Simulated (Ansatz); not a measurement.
Born–Oppenheimer molecular dynamics of Cl2FH5OSi (10 atoms, charge 0, multiplicity 1). It starts from a rough guess of a transition structure, not a stationary point.

Theory: Ansatz, UHF/STO-3G.

```yaml
ensemble: NVE (velocity Verlet)
time_step: 0.5 fs
steps_asked: 150
starting_velocities_drawn_for: 100 K
seed: 796632
```

First frame:

```xyz
10
Properties=species:S:1:pos:R:3
Si -0.993 0.788 -0.317
Cl -0.718 -1.566 -1.091
H -0.720 1.017 -1.725
H -1.808 0.115 0.672
Cl -1.237 2.729 0.272
H 1.190 -0.631 0.822
O 0.867 0.567 0.547
H 0.529 -2.094 0.015
F 1.346 -1.824 0.849
H 1.542 0.900 -0.042
```

**Question.** How far do the bonds stretch over the last three quarters of this one trajectory? (Pairs bonded in most of those frames.)

**Answer.** 
| bond | mean (Å) | spread (Å) | shortest | longest |
| --- | --- | --- | --- | --- |
| Si1–Cl2 | 2.449 | 0.081 | 2.33 | 2.56 |
| Si1–H3 | 1.425 | 0.015 | 1.40 | 1.45 |
| Si1–H4 | 1.429 | 0.029 | 1.38 | 1.48 |
| Si1–Cl5 | 2.178 | 0.062 | 2.08 | 2.28 |
| Si1–O7 | 1.759 | 0.088 | 1.56 | 1.87 |
| H6–O7 | 1.099 | 0.089 | 0.97 | 1.32 |
| O7–H10 | 0.987 | 0.033 | 0.93 | 1.04 |
| H8–F9 | 1.031 | 0.121 | 0.82 | 1.29 |

Pairs bonded in part of these frames only: Cl2–H8 31 %, H6–O7 89 %, H6–F9 28 %, H8–F9 66 %.

Mean temperature of the second half: 1454 K. The conserved energy stayed within 3 meV per atom of its start (net change -1.9 meV per atom), so there is no drift, though single steps change it by up to 27 meV in the whole system, a sign of fast motions only just resolved. The kinetic energy rose, since the run started high on the potential surface and went downhill. A run of 0.075 ps of so small a system gives no equilibrium averages. The orbitals were unrestricted but ended closed-shell. Limits of this set-up: minimal basis.

The run took 2.2 min on 1 thread of Arm Neoverse V2, on a shared host, peak memory 0.12 GiB.
